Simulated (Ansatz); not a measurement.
# Which is lower?

The two ends of one reaction step of BNH$_{6}$SO$_{2}$, closed shell (PBE0-D4/def2-TZVP).

A:

B1  (0.104, -0.314, 0.118)
S2  (1.180, -0.443, -1.499)
O3  (0.807, 0.094, 1.285)
O4  (-0.779, -1.428, 0.228)
H5  (-1.373, 0.898, -1.007)
N6  (-0.900, 0.975, -0.114)
H7  (2.235, 0.233, -1.024)
H8  (1.151, -0.666, 1.755)
H9  (-0.473, -2.178, -0.282)
H10  (-0.365, 1.837, -0.096)
H11  (-1.586, 0.993, 0.636)
(Å)

B:

```json
{"atom": "B1", "x (Å)": "-0.6590", "y (Å)": "-0.5726", "z (Å)": "0.7720"}
{"atom": "S2", "x (Å)": "2.1657", "y (Å)": "0.4639", "z (Å)": "-1.6528"}
{"atom": "O3", "x (Å)": "0.6448", "y (Å)": "-0.9208", "z (Å)": "1.0223"}
{"atom": "O4", "x (Å)": "-1.6514", "y (Å)": "-1.4403", "z (Å)": "1.1492"}
{"atom": "H5", "x (Å)": "0.8434", "y (Å)": "0.3461", "z (Å)": "-1.8682"}
{"atom": "N6", "x (Å)": "-1.0381", "y (Å)": "0.6261", "z (Å)": "0.1103"}
{"atom": "H7", "x (Å)": "2.1246", "y (Å)": "1.8018", "z (Å)": "-1.7479"}
{"atom": "H8", "x (Å)": "1.2921", "y (Å)": "-0.3426", "z (Å)": "0.6044"}
{"atom": "H9", "x (Å)": "-1.2841", "y (Å)": "-2.2460", "z (Å)": "1.5184"}
{"atom": "H10", "x (Å)": "-0.4262", "y (Å)": "1.4193", "z (Å)": "0.0534"}
{"atom": "H11", "x (Å)": "-2.0116", "y (Å)": "0.8652", "z (Å)": "0.0390"}
```

Program: Ansatz 0.2.0. Basis: def2-TZVPP. Cores are frozen in the correlated methods. B3LYP uses VWN-RPA correlation.

Which structure is lower at CCSD(T), and by how much? (An estimate is asked for; the value comes from the calculation.)

By the calculation: B, by 0.255 eV (electronic energy, against the other). By their contacts, A is BNH₆SO₂ ([NH3][B]([OH])([OH])[SH]) and B is a complex of BNH₄O₂ ([NH2][B]([OH])[OH]) + H₂S.

All methods give the same order:

```
      method  E(B) − E(A) (eV)
       SPW92            -0.044
      PBE-D4            -0.218
     BLYP-D4            -0.406
   r2SCAN-D4            -0.236
      B97M-V            -0.326
     PBE0-D4            -0.198
    B3LYP-D4            -0.387
  r2SCAN0-D4            -0.221
    BHLYP-D4            -0.382
CAM-B3LYP-D4            -0.376
     wB97X-V            -0.252
     wB97M-V            -0.274
      B2PLYP            -0.366
    PBE-QIDH            -0.174
  RPA on PBE            -0.285
          HF            -0.614
         MP2            -0.186
        CCSD            -0.310
     CCSD(T)            -0.255
```

No T1 diagnostic of these runs exceeds 0.011.

Labels in which every atom is bracketed show which atoms are joined, not bond orders.

For scale, one of the runs: CCSD(T)/def2-TZVPP, 250 basis functions, launched by `ansatz run in.yaml --threads 8 --pin off --events-out ev --progress --plain --max-ram 19148MiB`. Time: 100 s of wall clock on 8 CPU threads of an Arm Neoverse V1; the host was shared. Peak host memory: 5.6 GiB.
